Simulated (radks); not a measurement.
Trend from Cu2+ to Au2+: ionisation energy by Delta-SCF between NIST ground configurations, and size. Method: scalar-relativistic Kohn-Sham, BLYP, spin-polarised, spherical densities, point nucleus; open shells are filled with parallel spins first (spin-orbit coupling, left out, can overturn this in heavy ions); computed with a radial shooting solver on a logarithmic mesh with Libxc functionals.

species  configuration  configuration of the ion  IE (eV)  NIST (eV)       kind  -e(HOMO) (eV)  outermost  <r> outermost (bohr)  r at 0.001 e/bohr^3 (bohr)
Cu2+          [Ar] 3d9                  [Ar] 3d8   38.141      36.84       exp.    29.112 (3d)         3d                 0.931                        2.94
Ag2+          [Kr] 4d9                  [Kr] 4d8   35.480       34.8  semi-emp.    28.424 (4d)         4d                  1.32                        3.32
Au2+     [Xe] 4f14 5d9             [Xe] 4f14 5d8   33.224         30     theory    26.894 (5d)         5d                  1.51                        3.52

Reference values: NIST Atomic Spectra Database (exp. = measured, semi-emp. = semi-empirical, theory = theoretical value adopted there). Open shells are spherical and high-spin; term and fine-structure splittings are not resolved. Spin-orbit splitting is averaged out at the scalar-relativistic level.
